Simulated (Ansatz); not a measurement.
Ansatz results at the PBE0-D4/def2-TZVP geometry: HOMO energy (B3LYP/def2-TZVPP) -7.92 eV; HOMO energy (PBE0/def2-TZVPP) -8.14 eV; size of the dipole moment (PBE/def2-TZVPP) 1.72 D.

Q: Which molecule gave them?
A. `B/C(O)=C(\O)F`
B. `CC([SiH3])(Cl)Cl`
C. `N=C([SeH])[SiH2]Cl`
D. `NB([SiH3])[O][ZnH]`

A: B. The others give `N=C([SeH])[SiH2]Cl`: -6.98, -7.21, 1.99; `B/C(O)=C(\O)F`: -6.40, -6.59, 1.34; `NB([SiH3])[O][ZnH]`: -7.21, -7.40, 3.01.

B3LYP here is the variant with VWN-RPA as its local correlation; programs differ in this.
